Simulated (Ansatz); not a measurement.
Energy needed to pull apart AlGeNH$_{4}$ (SMILES [NH]1[AlH][GeH2]1), singlet, into free ground-state atoms, from the structure below (displaced at random from a GFN2-xTB minimum); no zero-point or spin–orbit terms; open-shell atoms are treated unrestricted, in their ground-state multiplicity.

```
7
angstrom
N -0.7178 -0.5664 -0.4664
Al 0.1107 0.5819 -1.3377
Ge 0.5378 0.2550 0.9873
H -1.4989 -1.3111 -0.2883
H 0.6680 1.4139 -2.6711
H -0.3996 0.5823 2.2481
H 1.2522 -1.0176 1.6107
```

Computed with Ansatz 0.2.0 (basis: def2-TZVPP); correlated methods freeze the cores. Filled d shells of the heavier atoms are correlated. The def2 sets are not built for correlating such inner shells, so the correlated values are less sure here.

```json
{"method": "PBE-D4", "atomization energy (eV)": "19.47"}
{"method": "r2SCAN-D4", "atomization energy (eV)": "19.31"}
{"method": "PBE0-D4", "atomization energy (eV)": "18.97"}
{"method": "BHLYP-D4", "atomization energy (eV)": "?"}
{"method": "CAM-B3LYP-D4", "atomization energy (eV)": "19.22"}
{"method": "wB97M-V", "atomization energy (eV)": "19.18"}
{"method": "HF", "atomization energy (eV)": "12.32"}
{"method": "MP2", "atomization energy (eV)": "?"}
{"method": "CCSD", "atomization energy (eV)": "18.29"}
{"method": "CCSD(T)", "atomization energy (eV)": "18.71"}
```

Question: What does MP2 give? (To be estimated.)

Answer: Computed: 18.77 eV, which is about 0.06 eV more than CCSD(T)/def2-TZVPP.

Question: What does BHLYP-D4 give? (An estimate is asked for; the value comes from the calculation.)

Answer: The calculation gives: 18.47 eV, which is about 0.24 eV less than CCSD(T)/def2-TZVPP.

In triple zeta the MP2 and coupled-cluster atomization energies are still short of their basis limit by a few kcal/mol a bond, whereas those of the functionals are nearly converged, so these differences are not deviations from converged CCSD(T).

The T1 diagnostic stays at or below 0.016.

For scale, one of the runs: CCSD(T)/def2-TZVPP forces, 177 basis functions (an equivalent command: `ansatz run in.yaml --threads 4`). The run took 2.5 min on 4 CPU threads (shared host), with 2.9 GiB of host memory at its peak.
